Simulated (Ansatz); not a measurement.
Molecule: sum formula H$_{3}$SiO$_{2}$ (charge 0, doublet). It need not be the lowest isomer of its formula. SMILES: O[SiH]O
Geometry from a B3LYP-D3(BJ)/def2-TZVP (Ansatz, a program for electronic structure) optimisation:
```xyz
6

Si    -0.3570    -0.3703     0.0132
O     -0.7098     1.2051    -0.3306
O      1.2669    -0.6419     0.1788
H     -0.9050    -0.7721     1.3409
H     -0.3933     1.9005     0.2563
H      1.8401    -0.4495    -0.5687
```
Charge 0, spin multiplicity 2.

Quantity: atomisation energy (electronic, to ground-state atoms), in kJ/mol. Cores are frozen in the correlated levels unless marked. UHF or UKS for open shells. Spin-orbit coupling is left out. No relativistic terms. The coupled-cluster limit lacks core correlation, which all-electron functionals hold. CBS(X,Y): correlation extrapolated as X^-3; Hartree-Fock from the larger set (for Q and 5 zeta extrapolated as (X+1)exp(-9√X)).

```json
[
 {"level": "HF/STO-3G", "program": "Ansatz", "atomisation energy (kJ/mol)": "1354.6"},
 {"level": "HF/aug-cc-pV(D+d)Z", "program": "Ansatz", "atomisation energy (kJ/mol)": "1424.7"},
 {"level": "r2SCAN-D4/def2-TZVPD", "program": "Ansatz + dftd4", "atomisation energy (kJ/mol)": "2121.5"},
 {"level": "CAM-B3LYP/def2-TZVPD", "program": "Ansatz", "atomisation energy (kJ/mol)": "2114.2"}
]
```

**Question.** Predict the CCSD(T)/CBS(cc-pV(Q+d)Z,cc-pV(5+d)Z) result (Ansatz).

**Answer.** 2127.9 kJ/mol, so CAM-B3LYP/def2-TZVPD differs from it by -13.7 kJ/mol.
